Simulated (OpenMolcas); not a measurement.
Mn3+ with 2 ligands (iodide) in linear coordination (D∞h) at 2.51 Å. Ligand basis ANO-RCC-VDZP.
```
Mn    0.0000    0.0000    0.0000
I     0.0000    0.0000    2.5100
I     0.0000    0.0000   -2.5100
```

```
Program             : OpenMolcas
Method              : CASSCF
Basis               : ANO-RCC-VDZP [5s4p2d1f]
Scalar Hamiltonian  : DKH2, point nucleus
Active space        : 4 electrons in 5 orbitals (3d)
State averaging     : 2S+1 = 5 even, 5 roots; 2S+1 = 3 even, 45 roots; 2S+1 = 1 even, 50 roots
Spin-orbit coupling : RASSI with atomic mean-field integrals over the reference wave functions
```

Question: What is the spin-free ground state (labels by Λ)?

Answer: 5Σ, 1-fold in its orbital part; it has the highest spin that d4 allows.

Question: Where is the first state of the same spin?

Answer: 5Π at 843 cm-1 above the ground state.

Question: What are the lowest two levels with spin-orbit coupling?

Answer: A 1-fold level, then a 2-fold level 12.4 cm-1 above it. Their leading multiplicities are 5 (100 %) and 5 (100 %).

Question: What is χT at 300 K, and how does it compare with the textbook value?

Answer: The lowest level has 2S+1 = 5, for which the spin-only value is χT = S(S+1) / 2 = 3.000 cm3 K/mol (g = 2). The computed 2.742 at 300 K differs by -0.258, through orbital momentum, spin-orbit coupling and any other state in reach.

Without dynamic correlation the repulsion within the d shell is too large (B by tens of per cent), so at a given field states of lower spin stand too high. Ligand-to-metal charge-transfer states are missing. This ion would oxidise such ligands; the complex is a model and need not exist. With no ligand orbital active B as a rule stays too high, so bands that hang on it stand too high and its fall with covalency is understated. No measured value stands beside these numbers; the geometry is a model, was not optimised and need not be the one that this ion takes.
